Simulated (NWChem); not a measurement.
Species: SbF4, doublet; SMILES [F][Sb]([F])([F])[F]

Results from NWChem. Spin-unrestricted. In the optimisation the excess spin sits in a1 (C2v, its own frame). This spin state was assumed; another may lie lower. def2 effective core potentials on Sb; no spin-orbit coupling. Each level has its own optimisation; frequencies are unscaled.

```
level                                         highest harmonic frequency (cm⁻¹)  lowest (cm⁻¹)  zero-point energy (kcal/mol)
--------------------------------------------  ---------------------------------  -------------  ----------------------------
UHF/3-21G (all-electron, non-relativistic)                                  809            120                           5.7
B3LYP/3-21G (all-electron, non-relativistic)                                710            104                           4.9
PBE0/def2-SVP (core potentials)                                             681             99                           4.8
```
